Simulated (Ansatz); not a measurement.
`[Cl][SnH]([Cl])[GeH3]` → Cl• + `[Cl][SnH][GeH3]`• at 600 K and 1 bar (homolysis of the Cl–Sn bond).

Gas-phase electronic energies from Ansatz, PBE0-D4/def2-TZVP geometries. CCSD(T)/CBS is the MP2 limit (def2-TZVPP, def2-QZVPP) plus CCSD(T) − MP2 in def2-TZVPP, frozen cores. This one scheme is used for every species, atoms too. No spin–orbit coupling; open shells (•) take unrestricted orbitals. Spin–orbit coupling would lower the free atoms: a little for Cl. Elements past krypton have def2 core potentials. For Ge, Sn outer-core shells are correlated without core-valence functions, so the limit isn't a true one: a few kJ/mol of doubt a bond, and 10 to 20 or more in all where bonds break to atoms. Scalar relativity is left out up to krypton.

```tsv
species	CCSD(T)/CBS energy (Eh)	H − E (kJ/mol)	S (J/(mol·K))
`[Cl][SnH]([Cl])[GeH3]`	-3212.19414	149.2	492.3
Cl•	-459.70966	12.5	182.8
`[Cl][SnH][GeH3]`•	-2752.33379	132.3	444.6
```

H − E and S are ideal-gas, rigid-rotor, harmonic terms from PBE0-D4/def2-TZVP, for one conformer and one mirror image of each species, with the whole ground term of open shells counted as degenerate. 1 Eh = 2625.50 kJ/mol, R = 8.31446 J/(mol·K).

Problem. By hand: ΔE, ΔH, ΔS and ΔG.

Solution. ΔE = (-459.70966) + (-2752.33379) − (-3212.19414) = 0.15069 Eh = 395.6 kJ/mol. Δ(H − E) = 12.5 + 132.3 − 149.2 = -4.4, so ΔH = 391.2 kJ/mol. ΔS = 182.8 + 444.6 − 492.3 = 135.1 J/(mol·K). ΔG = 391.2 − 600 × (135.1)/1000 = 310.1 kJ/mol.

Problem. By hand: the equilibrium constant, and the temperature at which ΔG would vanish if ΔH and ΔS stayed fixed.

Solution. log₁₀ K = −ΔG/(RT ln 10) = -27.0. ΔG = 0 at ΔH/ΔS = 2896 K, far beyond where these terms or the molecules hold.

The number of gas molecules changes by +1, which sets the sign of ΔS. A doubt of 5 kJ/mol in ΔE shifts log₁₀ K by 0.4 here. Other conformers and mirror images would add mixing entropy, several J/(mol·K) or more a flexible species. Modes under 60 cm⁻¹, often nearly free rotors, make the harmonic entropy too high. These are equilibria of isolated gas molecules and say nothing of rates. Largest T1 diagnostic: 0.014 (customary marks: 0.02 for closed shells, 0.045 for open ones).
